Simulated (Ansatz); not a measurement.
Ideal-gas functions of `[SiH2][SeH]` radical at 298.15 K and 1 bar, from an Ansatz frequency run at PBE0-D4/def2-TZVP.

Molar mass 110.07 g/mol, point group C1 (symmetry number 1), electronic degeneracy 2, moments of inertia 6.076, 117.662, 121.627 u Å². Harmonic wavenumbers (cm⁻¹, unscaled): 223, 403, 510, 639, 740, 896, 2173, 2217, 2443.

Use S(trans) = R[1.5 ln M + 2.5 ln T − 1.1517]; rotational temperatures θ = 24.2544 K / I; S(rot) = R[ln(√π/σ · √(T³/θAθBθC)) + 1.5]; for each mode x = 1.438777 ν̃/T, S = R[x/(eˣ − 1) − ln(1 − e⁻ˣ)] and H = RT x/(eˣ − 1); 1 cm⁻¹ = 0.0119627 kJ/mol; R = 8.31446 J/(mol·K).

Q: By hand: the entropy, in J/(mol·K).

A: Translation 167.5. Rotation: θ = 3.9918, 0.2061, 0.1994 K, giving 95.8. Vibration, mode by mode: 8.09, 3.98, 2.65, 1.62, 1.10, 0.59, 0.00, 0.00, 0.00, in all 18.0. Electronic 5.8. Sum 287.1 J/(mol·K).

Q: By hand: H − E and G − E in kJ/mol, counted from the electronic energy.

A: Zero-point energy ½ × 10244 × 0.0119627 = 61.3; thermal vibration 3.5; translation, rotation and pV give 4 RT = 9.9. H − E = 74.7 kJ/mol, and G − E = 74.7 − 298.15 × 287.1/1000 = -10.9 kJ/mol.

Vibration gives 6 % of the entropy. The sum counts one conformer and one mirror image; others add a mixing term.
